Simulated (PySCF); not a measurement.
# An excited-state table with gaps

CH7F3NPSi2.
Structure used (GFN2-xTB), in Å, numbered top down from 1:
```xyz
15
CH7F3NPSi2 angstrom
F     -2.5918   -0.7659    1.0836
C     -1.3244   -0.9320    0.6468
F     -1.4177   -1.5959   -0.5198
F     -0.7470   -1.7872    1.5154
Si    -0.3632    0.7472    0.5010
P     -1.5358    1.9969   -0.9260
N      1.1406    0.3302   -0.2074
Si     2.1300   -1.1093    0.0016
H     -0.2408    1.1663    1.9056
H     -1.0591    3.2008   -0.4340
H     -2.6793    2.0489   -0.1458
H      1.5291    1.0218   -0.8275
H      3.3865   -0.7534   -0.6573
H      1.4726   -2.2388   -0.6467
H      2.2958   -1.3216    1.4366
```

Method: PySCF 2.14.0, density-fitted response routines, TDDFT wB97X-D/def2-SVPD, vertical, gas phase, core orbitals frozen in the response.

Orbital energies (eV): HOMO-3 -11.76, HOMO-2 -11.22, HOMO-1 -9.91, HOMO -9.62, LUMO 1.25, LUMO+1 1.65, LUMO+2 1.87.

Lowest singlets, with some entries withheld (?).

| state | E (eV) | f | main configurations (H = HOMO, L = LUMO) |
| --- | --- | --- | --- |
| S1 | 6.28 | 0.0058 | H→L (87%) |
| S2 | 6.51 | 0.0069 | H-1→L (55%), H→L+1 (12%), H-1→L+1 (10%) |
| S3 | ? | ? | ? |
| S4 | ? | ? | ? |
| S5 | 7.28 | 0.295 | H-1→L+1 (59%), H-1→L (9%) |
| S6 | 7.45 | 0.056 | H-1→L+2 (43%), H→L+3 (17%), H→L+2 (16%) |
| S7 | 7.69 | 0.018 | H→L+3 (27%), H-1→L+3 (19%), H→L+5 (16%) |
| S8 | 7.81 | 0.012 | H→L+5 (35%), H→L+3 (23%), H-1→L+3 (12%) |

Task: What stands in place of each question mark?

Result: 
- S3: E = 6.90 eV; f = 0.027; H→L+1 (62%), H-1→L+1 (14%), H→L+2 (9%)
- S4: E = 7.17 eV; f = 0.0099; H→L+2 (45%), H-1→L+2 (24%), H-1→L (14%)

Task: How far apart are S3 and S5, in eV and cm⁻¹?

Result: 7.278 − 6.899 = 0.379 eV, or about 3060 cm⁻¹.

Task: Where do the lowest triplets lie (Tamm–Dancoff)?

Result: T1 5.87 eV, H→L (40%), H-1→L (18%), H-1→L+3 (11%); T2 5.92 eV, H-1→L+1 (44%), H→L+1 (30%); T3 6.04 eV, H→L (45%), H-1→L (34%). E(S1) − E(T1) = +0.41 eV.

Task: What is the mean static polarisability from the same response equations?

Result: 99.8 au (14.79 Å³), with principal values 87.2, 93.9 and 118.2 au.

One conformer stands for the species.
